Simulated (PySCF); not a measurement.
PySCF job for H2Te, SMILES [TeH2], TDA-M06-2X/def2-TZVPD. Geometry optimised at PBE0-D3(BJ)/def2-TZVPD. The def2 effective core potentials stand for the cores of Te; spin–orbit coupling is left out.

```python
import numpy as np
from pyscf import gto, scf, dft, tdscf

mol = gto.M(
    atom='''
    Te    0.00000000    0.00000000   -0.04322543
    H     0.00000000   -1.17454060    1.12386128
    H     0.00000000    1.17454058    1.12386129
    ''',
    basis='def2-TZVPD',
    ecp={'Te': 'def2-tzvp'},
    charge=0,
    spin=0,
    symmetry=True,
    max_memory=1600,
    verbose=4,
)
mf = dft.RKS(mol, xc='m06-2x').density_fit(auxbasis='def2-universal-jkfit')
mf.grids.level = 4
mf.conv_tol = 1e-9
mf.max_cycle = 100
mf.kernel()
mf.grids = dft.Grids(mol).set(level=2).build(with_non0tab=True)  # coarser grid for the response kernel
td = tdscf.TDA(mf)
td.singlet = True
td.nstates = 10
td.conv_tol = 1e-4
td.kernel(x0=td.get_init_guess(mf, 15))
td.analyze()
tt = tdscf.TDA(mf)
tt.singlet = False
tt.nstates = 4
tt.conv_tol = 1e-4
tt.kernel(x0=tt.get_init_guess(mf, 9))
tt.analyze(verbose=3)
```

Program output:

```
PySCF version 2.14.0

[INPUT] verbose = 4
[INPUT] num. atoms = 3
[INPUT] num. electrons = 26
[INPUT] charge = 0
[INPUT] spin (= nelec alpha-beta = 2S) = 0
[INPUT] symmetry True subgroup None
[INPUT] Mole.unit = angstrom
[INPUT] Symbol           X                Y                Z      unit          X                Y                Z       unit  Magmom
[INPUT]  1 Te     0.000000000000   0.000000000000  -0.043225430000 AA    0.000000000000   0.000000000000  -0.081684224317 Bohr   0.0
[INPUT]  2 H      0.000000000000  -1.174540600000   1.123861280000 AA    0.000000000000  -2.219560056182   2.123790021203 Bohr   0.0
[INPUT]  3 H      0.000000000000   1.174540580000   1.123861290000 AA    0.000000000000   2.219560018388   2.123790040100 Bohr   0.0

nuclear repulsion = 15.565694958966
point group symmetry = C2v
symmetry origin: [ 0.00000000e+00 -6.99898575e-10  7.34893493e-09]
symmetry axis x: [-1. -0. -0.]
symmetry axis y: [ 0.00000000e+00  1.00000000e+00 -7.90243009e-08]
symmetry axis z: [0.00000000e+00 7.90243009e-08 1.00000000e+00]
num. orbitals of irrep A1 = 32
num. orbitals of irrep A2 = 8
num. orbitals of irrep B1 = 16
num. orbitals of irrep B2 = 21
number of shells = 29
number of NR pGTOs = 123
number of NR cGTOs = 77
basis = def2-TZVPD
ecp = {'Te': 'def2-tzvp'}


[settings echo left out]
init E= -227.117732952467
HOMO (B1) = -0.929472996691545  LUMO (B2) = -0.541127183010087  gap/eV = 10.56743
cycle= 1 E= -267.799715418572  delta_E= -40.7  |g|= 2.81  |ddm|= 28.7
HOMO (B1) = -0.0470999685253548  LUMO (A1) = 0.0133319098827371  gap/eV = 1.64444
cycle= 2 E= -268.164466666056  delta_E= -0.365  |g|= 2.56  |ddm|= 7.14
HOMO (B1) = -0.27711283799305  LUMO (B2) = -0.0198130181256575  gap/eV = 7.00148
cycle= 3 E= -269.116509514644  delta_E= -0.952  |g|= 0.136  |ddm|= 2.47
HOMO (B1) = -0.280680853088493  LUMO (B2) = 9.46294233390432e-05  gap/eV = 7.64029
cycle= 4 E= -269.118260484794  delta_E= -0.00175  |g|= 0.0997  |ddm|= 0.191
HOMO (B1) = -0.282051285403027  LUMO (B2) = -0.000251022435225678  gap/eV = 7.66818
cycle= 5 E= -269.119665544097  delta_E= -0.00141  |g|= 0.00782  |ddm|= 0.0652
HOMO (B1) = -0.283295302894051  LUMO (B2) = -0.000655416760449334  gap/eV = 7.69102
cycle= 6 E= -269.119685375545  delta_E= -1.98e-05  |g|= 0.00156  |ddm|= 0.0147
HOMO (B1) = -0.282804000315362  LUMO (B2) = -0.000302873785420488  gap/eV = 7.68725
cycle= 7 E= -269.119686484424  delta_E= -1.11e-06  |g|= 0.000331  |ddm|= 0.00323
HOMO (B1) = -0.282843192961456  LUMO (B2) = -0.000287294423824136  gap/eV = 7.68874
cycle= 8 E= -269.119686539598  delta_E= -5.52e-08  |g|= 6.41e-05  |ddm|= 0.000899
HOMO (B1) = -0.282854857526005  LUMO (B2) = -0.000291585468720434  gap/eV = 7.68894
cycle= 9 E= -269.119686541638  delta_E= -2.04e-09  |g|= 1.42e-05  |ddm|= 0.000199
HOMO (B1) = -0.282854893763416  LUMO (B2) = -0.000291367163762324  gap/eV = 7.68895
cycle= 10 E= -269.119686541699  delta_E= -6.08e-11  |g|= 1.03e-06  |ddm|= 2.63e-05
HOMO (B1) = -0.282854716123532  LUMO (B2) = -0.000291234464836698  gap/eV = 7.68894
Extra cycle  E= -269.119686541699  delta_E= -1.14e-13  |g|= 3.4e-07  |ddm|= 2.47e-06
converged SCF energy = -269.119686541699
tot grids = 24792


******** <class 'pyscf.tdscf.rks.TDA'> for <class 'pyscf.df.df_jk.DFSymAdaptedRKS'> ********
nstates = 10 singlet
deg_eia_thresh = 1.000e-03
wfnsym = None
conv_tol = 0.0001
eigh lindep = 1e-12
eigh level_shift = 0
eigh max_cycle = 100


Excitation energies (eV)
[4.20809249 5.06507979 6.37431678 6.42209609 6.77253064 7.03458013
 7.33686624 7.40988229 7.75175141 8.03961328]

** Singlet excitation energies and oscillator strengths **
Excited State   1:   A2      4.20809 eV    294.63 nm  f=0.0000
      13 -> 14        0.67279
      13 -> 17       -0.19984
Excited State   2:   B1      5.06508 eV    244.78 nm  f=0.0338
      13 -> 15       -0.69029
Excited State   3:   A2      6.37432 eV    194.51 nm  f=0.0000
      13 -> 14        0.20073
      13 -> 17        0.67111
Excited State   4:   B1      6.42210 eV    193.06 nm  f=0.0000
      13 -> 16        0.69594
Excited State   5:   A1      6.77253 eV    183.07 nm  f=0.0020
      13 -> 18       -0.69950
Excited State   6:   B1      7.03458 eV    176.25 nm  f=0.0981
      13 -> 19        0.48712
      13 -> 20        0.49303
Excited State   7:   B2      7.33687 eV    168.99 nm  f=0.0020
      12 -> 14        0.45767
      12 -> 17       -0.15167
      13 -> 21        0.50470
Excited State   8:   B1      7.40988 eV    167.32 nm  f=0.3870
      13 -> 19       -0.48688
      13 -> 20        0.49248
Excited State   9:   A1      7.75175 eV    159.94 nm  f=0.0592
      11 -> 14       -0.11049
      12 -> 15        0.21629
      13 -> 22       -0.65301
Excited State  10:   A1      8.03961 eV    154.22 nm  f=0.1871
      11 -> 14       -0.25884
      12 -> 15       -0.61777
      13 -> 22       -0.16442

** Transition electric dipole moments (AU) **
state          X           Y           Z        Dip. S.      Osc.
  1        -0.0000     -0.0000      0.0000      0.0000      0.0000
  2        -0.5218      0.0000     -0.0000      0.2722      0.0338
  3         0.0000     -0.0000      0.0000      0.0000      0.0000
  4        -0.0026      0.0000     -0.0000      0.0000      0.0000
  5         0.0000     -0.0000      0.1096      0.0120      0.0020
  6         0.7544      0.0000     -0.0000      0.5691      0.0981
  7        -0.0000      0.1042     -0.0000      0.0109      0.0020
  8        -1.4601      0.0000      0.0000      2.1318      0.3870
  9         0.0000     -0.0000     -0.5582      0.3116      0.0592
 10         0.0000      0.0000     -0.9747      0.9501      0.1871

WARN: ECP detected. Skipping calculation of transition velocity and magnetic dipole moments, which have not yet been implemented.



******** <class 'pyscf.tdscf.rks.TDA'> for <class 'pyscf.df.df_jk.DFSymAdaptedRKS'> ********
nstates = 4 triplet
deg_eia_thresh = 1.000e-03
wfnsym = None
conv_tol = 0.0001
eigh lindep = 1e-12
eigh level_shift = 0
eigh max_cycle = 100


Excitation energies (eV)
[3.75903378 4.6460673  6.00841828 6.36146854]

** Triplet excitation energies and oscillator strengths **
Excited State   1:   A2      3.75903 eV    329.83 nm  f=0.0000
Excited State   2:   B1      4.64607 eV    266.86 nm  f=0.0000
Excited State   3:   B2      6.00842 eV    206.35 nm  f=0.0000
Excited State   4:   A2      6.36147 eV    194.90 nm  f=0.0000
```

The calculation finished and met its thresholds.

Cost: very roughly 70 core-seconds.
